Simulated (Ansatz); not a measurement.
Steps of a relaxation of `C[SiH](N)[InH2]` with RKS PBE0-D4/def2-TZVP.

```sh
$ ansatz run in.yaml --threads 4 --pin off --events-out ev --progress --plain --max-ram 10444MiB
```

```yaml
crystal:
  periodic: [false, false, false]
  atoms:
    - {symbol: C, position_ang: [-0.488690, 1.618210, -0.490870]}
    - {symbol: Si, position_ang: [-0.155240, 0.106380, 0.618330]}
    - {symbol: N, position_ang: [1.553020, 0.080840, 0.913030]}
    - {symbol: In, position_ang: [-0.617500, -2.061960, -0.753570]}
    - {symbol: H, position_ang: [-1.543350, 1.661190, -0.755720]}
    - {symbol: H, position_ang: [-0.230080, 2.556220, -0.008450]}
    - {symbol: H, position_ang: [0.082450, 1.548050, -1.414340]}
    - {symbol: H, position_ang: [-0.992790, 0.244790, 1.845400]}
    - {symbol: H, position_ang: [1.936200, -0.732800, 1.372490]}
    - {symbol: H, position_ang: [2.004910, 0.911570, 1.267410]}
    - {symbol: H, position_ang: [-0.944250, -2.203460, -2.504420]}
    - {symbol: H, position_ang: [-0.604670, -3.729050, -0.089300]}
basis:
  gaussian: {orbitals: def2-TZVP}
hamiltonian: {xc: pbe0, dispersion: d4}
relax: {f_tol: 0.005, max_steps: 150}
```

Positions (Å) and forces (eV/Å) along the path, 12 of 23 steps:

```xyz
12
step=1 energy=-15704.3157 eV
C    -0.489    1.618   -0.491    0.008   -0.529    0.299
Si   -0.155    0.106    0.618    0.048    0.449   -0.784
N     1.553    0.081    0.913    0.055   -0.219    0.128
In   -0.618   -2.062   -0.754   -0.136   -0.638   -0.174
H    -1.543    1.661   -0.756   -0.173    0.027   -0.024
H    -0.230    2.556   -0.008    0.064    0.186    0.196
H     0.082    1.548   -1.414    0.095   -0.073   -0.095
H    -0.993    0.245    1.845   -0.107   -0.056    0.059
H     1.936   -0.733    1.372    0.035    0.058   -0.011
H     2.005    0.912    1.267   -0.037    0.029   -0.020
H    -0.944   -2.203   -2.504    0.100    0.246    0.490
H    -0.605   -3.729   -0.089    0.051    0.519   -0.065
12
step=2 energy=-15704.3816 eV
C    -0.492    1.620   -0.507    0.102   -0.284    0.083
Si   -0.142    0.077    0.522   -0.093    0.219    0.029
N     1.554    0.053    0.894    0.053   -0.042    0.013
In   -0.637   -2.134   -0.713    0.149    0.327   -0.088
H    -1.551    1.674   -0.767   -0.024   -0.004    0.001
H    -0.232    2.536    0.031    0.018   -0.023    0.036
H     0.086    1.586   -1.432    0.002    0.049   -0.046
H    -1.014    0.168    1.739   -0.051    0.049    0.050
H     1.927   -0.755    1.369   -0.003    0.036   -0.025
H     1.986    0.890    1.261   -0.038   -0.002   -0.020
H    -0.930   -2.033   -2.413   -0.092   -0.101   -0.113
H    -0.555   -3.681    0.016   -0.023   -0.224    0.080
12
step=3 energy=-15704.3981 eV
C    -0.489    1.608   -0.502    0.058   -0.166    0.074
Si   -0.151    0.084    0.549   -0.034    0.133   -0.111
N     1.550    0.055    0.900    0.031   -0.036    0.039
In   -0.616   -2.108   -0.737    0.004    0.077   -0.015
H    -1.550    1.669   -0.756   -0.014    0.009    0.003
H    -0.218    2.526    0.027    0.006    0.018    0.021
H     0.082    1.565   -1.432   -0.001    0.019   -0.011
H    -1.020    0.197    1.767   -0.024    0.001    0.006
H     1.924   -0.747    1.383    0.009    0.023   -0.010
H     1.990    0.896    1.247   -0.026    0.000   -0.011
H    -0.947   -2.069   -2.441   -0.022   -0.028    0.006
H    -0.555   -3.676   -0.006    0.012   -0.051    0.009
12
step=5 energy=-15704.3820 eV rejected
C    -0.441    1.615   -0.522   -0.067    0.303    0.167
Si   -0.156    0.091    0.524   -0.015   -0.520   -0.153
N     1.528    0.025    0.944   -0.224    0.277   -0.115
In   -0.634   -2.111   -0.732    0.079    0.034   -0.055
H    -1.506    1.728   -0.745    0.012   -0.097   -0.015
H    -0.160    2.506    0.050    0.048    0.035   -0.022
H     0.109    1.636   -1.464    0.040   -0.147    0.052
H    -1.112    0.162    1.683    0.087    0.147    0.016
H     1.951   -0.751    1.426   -0.128   -0.026    0.017
H     1.924    0.898    1.252    0.228    0.045    0.103
H    -1.153   -2.127   -2.389   -0.048   -0.031   -0.004
H    -0.350   -3.672   -0.026   -0.013   -0.020    0.008
12
step=9 energy=-15704.4093 eV rejected
C    -0.412    1.643   -0.526   -0.010    0.041    0.014
Si   -0.161    0.086    0.485    0.044   -0.024    0.017
N     1.504    0.042    0.970   -0.035    0.106   -0.026
In   -0.612   -2.117   -0.778   -0.138   -0.168   -0.118
H    -1.462    1.743   -0.816    0.023   -0.007    0.002
H    -0.147    2.528    0.063   -0.007   -0.026   -0.024
H     0.196    1.641   -1.433    0.001   -0.012    0.016
H    -1.134    0.172    1.632    0.017    0.002   -0.024
H     1.880   -0.771    1.430   -0.030   -0.019    0.001
H     1.907    0.882    1.361    0.014   -0.042    0.010
H    -1.471   -2.210   -2.314    0.172   -0.014    0.273
H    -0.088   -3.640   -0.074   -0.052    0.164   -0.142
12
step=12 energy=-15704.4193 eV
C    -0.409    1.640   -0.535   -0.004    0.001   -0.049
Si   -0.170    0.096    0.495    0.033   -0.011    0.021
N     1.497    0.045    0.975    0.022   -0.001    0.049
In   -0.620   -2.109   -0.764   -0.028   -0.116   -0.030
H    -1.453    1.735   -0.846    0.020    0.008    0.006
H    -0.149    2.531    0.043   -0.007    0.007   -0.006
H     0.216    1.619   -1.431   -0.018    0.010    0.025
H    -1.137    0.198    1.642   -0.001    0.001   -0.010
H     1.846   -0.785    1.429   -0.002    0.018   -0.022
H     1.911    0.866    1.394   -0.033   -0.030   -0.018
H    -1.529   -2.206   -2.250    0.062   -0.008    0.103
H    -0.003   -3.629   -0.151   -0.046    0.120   -0.069
12
step=14 energy=-15704.4230 eV
C    -0.400    1.641   -0.545    0.005   -0.003   -0.011
Si   -0.166    0.097    0.490    0.015    0.006    0.007
N     1.494    0.045    0.992    0.000   -0.001    0.023
In   -0.627   -2.109   -0.761    0.003    0.000   -0.023
H    -1.440    1.733   -0.868    0.000   -0.005    0.003
H    -0.151    2.535    0.034    0.002    0.001    0.003
H     0.235    1.623   -1.434    0.000    0.002    0.004
H    -1.146    0.201    1.626   -0.008    0.007    0.001
H     1.845   -0.795    1.427   -0.004    0.017   -0.018
H     1.895    0.858    1.438   -0.016   -0.020   -0.010
H    -1.602   -2.224   -2.193    0.003   -0.001    0.026
H     0.061   -3.605   -0.205   -0.001   -0.004   -0.005
12
step=15 energy=-15704.4246 eV
C    -0.385    1.642   -0.559    0.003   -0.010   -0.008
Si   -0.164    0.101    0.485    0.022    0.033    0.006
N     1.487    0.048    1.015    0.010    0.001    0.049
In   -0.627   -2.108   -0.760   -0.016   -0.025   -0.051
H    -1.419    1.730   -0.902    0.000   -0.007    0.003
H    -0.151    2.539    0.022    0.004   -0.005    0.006
H     0.267    1.625   -1.435    0.000    0.000    0.003
H    -1.161    0.210    1.605   -0.007    0.003    0.001
H     1.836   -0.806    1.423   -0.004    0.049   -0.023
H     1.874    0.848    1.498   -0.033   -0.061   -0.035
H    -1.717   -2.243   -2.110    0.040    0.001    0.061
H     0.161   -3.585   -0.281   -0.018    0.021   -0.013
12
step=16 energy=-15704.4253 eV
C    -0.377    1.641   -0.568    0.002   -0.007    0.015
Si   -0.161    0.101    0.480    0.020    0.034    0.000
N     1.484    0.050    1.029   -0.001    0.015    0.043
In   -0.626   -2.108   -0.761   -0.009   -0.008   -0.029
H    -1.409    1.725   -0.919   -0.004   -0.010    0.001
H    -0.154    2.540    0.015    0.006   -0.012    0.004
H     0.283    1.629   -1.437    0.006   -0.005   -0.004
H    -1.169    0.211    1.591   -0.005    0.004    0.002
H     1.839   -0.810    1.418   -0.006    0.056   -0.018
H     1.858    0.843    1.534   -0.025   -0.073   -0.038
H    -1.773   -2.250   -2.059    0.029   -0.005    0.037
H     0.205   -3.573   -0.323   -0.015    0.011   -0.013
12
step=17 energy=-15704.4256 eV
C    -0.374    1.642   -0.570   -0.002   -0.004    0.015
Si   -0.160    0.104    0.481    0.030    0.012   -0.007
N     1.482    0.054    1.035   -0.023    0.015    0.016
In   -0.619   -2.105   -0.763   -0.020   -0.037    0.011
H    -1.404    1.723   -0.925    0.000   -0.003    0.000
H    -0.153    2.541    0.013    0.003   -0.009   -0.002
H     0.290    1.629   -1.437    0.004   -0.004   -0.002
H    -1.174    0.216    1.587    0.000   -0.003   -0.005
H     1.842   -0.808    1.415    0.000    0.028   -0.005
H     1.851    0.842    1.548   -0.002   -0.036   -0.015
H    -1.791   -2.260   -2.034    0.008    0.010   -0.001
H     0.211   -3.577   -0.349    0.002    0.031   -0.005
12
step=22 energy=-15704.4261 eV
C    -0.368    1.638   -0.576   -0.001    0.000   -0.004
Si   -0.165    0.106    0.484    0.001   -0.006    0.002
N     1.471    0.053    1.048   -0.006    0.004    0.000
In   -0.625   -2.104   -0.760   -0.004    0.003   -0.003
H    -1.397    1.724   -0.933    0.001    0.001    0.000
H    -0.141    2.538    0.004    0.000    0.002    0.000
H     0.298    1.614   -1.441   -0.001    0.001    0.000
H    -1.185    0.225    1.583   -0.001   -0.001   -0.001
H     1.837   -0.812    1.415    0.002   -0.002    0.000
H     1.842    0.836    1.565    0.005    0.001    0.001
H    -1.831   -2.265   -1.996    0.001    0.000    0.001
H     0.263   -3.552   -0.392    0.002   -0.003    0.001
12
step=23 energy=-15704.4261 eV
C    -0.368    1.638   -0.576    0.000    0.000   -0.003
Si   -0.165    0.105    0.483    0.003   -0.003    0.001
N     1.471    0.053    1.049    0.000    0.002    0.004
In   -0.625   -2.104   -0.760   -0.002    0.001   -0.001
H    -1.396    1.724   -0.934    0.000    0.000    0.000
H    -0.140    2.538    0.003    0.000    0.001    0.001
H     0.299    1.615   -1.441    0.000    0.000    0.000
H    -1.186    0.224    1.582   -0.001    0.000    0.000
H     1.837   -0.811    1.415   -0.001    0.001   -0.001
H     1.843    0.837    1.566    0.000   -0.003   -0.002
H    -1.834   -2.266   -1.994    0.001    0.000    0.000
H     0.265   -3.552   -0.394    0.000   -0.001    0.000
```

Hardware: 4 threads of an Arm Neoverse N1 on a shared host. Wall time 2.3 min, peak host memory 0.58 GiB.
